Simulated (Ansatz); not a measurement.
The cluster Li₃Cl₃⁺, 6 atoms. Hardware: 4 threads of Arm Neoverse V1 on a shared host.

Problem. How many basis functions does each of these Ansatz runs have, and roughly what does it cost? PBE0-D4/def2-TZVP, charge 1 doublet, energy, from earlier orbitals; PBE0-D4/def2-SVP, charge 0 singlet at the geometry of the charge 1 doublet, energy with a search over starts; PBE-D4/def2-TZVP, charge 0 triplet at the geometry of the charge 1 doublet, energy, from earlier orbitals; PBE-D4/def2-TZVP, charge 1 doublet, energy, from earlier orbitals; r2SCAN-D4/def2-TZVP, charge 0 triplet at the geometry of the charge 1 doublet, energy, from earlier orbitals; HF/6-31G, charge 1 doublet, energy; BHLYP-D4/def2-TZVP, charge 1 doublet, energy, from earlier orbitals; ωB97X-V/def2-TZVP, charge 1 doublet, energy, from earlier orbitals; r2SCAN-D4/def2-TZVP, charge 1 doublet, energy and forces, from earlier orbitals; B3LYP-D4/6-31G, charge 1 doublet, energy; PBE0-D4/def2-SVP, charge 1 doublet, energy, from earlier orbitals; PBE0-D4/def2-TZVP, charge 0 triplet at the geometry of the charge 1 doublet, energy.

Solution. Other jobs shared the machine, so times can vary by a factor of up to 3. A dash marks memory too small to be measured apart from the calling script's.

```csv
run,functions,fitting or Cholesky vectors,wall time,peak host memory (GiB)
"HF/6-31G, charge 1 doublet, energy",66,799,0.4 s,–
"PBE0-D4/def2-SVP, charge 0 singlet at the geometry of the charge 1 doublet, energy with a search over starts",81,865,1 s,–
"PBE0-D4/def2-SVP, charge 1 doublet, energy, from earlier orbitals",81,865,1.8 s,–
"B3LYP-D4/6-31G, charge 1 doublet, energy",66,799,2 s,–
"PBE-D4/def2-TZVP, charge 0 triplet at the geometry of the charge 1 doublet, energy, from earlier orbitals",153,1155,2.5 s,–
"PBE0-D4/def2-TZVP, charge 1 doublet, energy, from earlier orbitals",153,1191,3.4 s,–
"BHLYP-D4/def2-TZVP, charge 1 doublet, energy, from earlier orbitals",153,1254,3.6 s,–
"PBE0-D4/def2-TZVP, charge 0 triplet at the geometry of the charge 1 doublet, energy",153,1191,3.6 s,–
"r2SCAN-D4/def2-TZVP, charge 1 doublet, energy and forces, from earlier orbitals",153,1155,6.5 s,–
"PBE-D4/def2-TZVP, charge 1 doublet, energy, from earlier orbitals",153,1155,7.5 s,–
"ωB97X-V/def2-TZVP, charge 1 doublet, energy, from earlier orbitals",153,1176,8.5 s,0.74
"r2SCAN-D4/def2-TZVP, charge 0 triplet at the geometry of the charge 1 doublet, energy, from earlier orbitals",153,1155,14 s,–
```
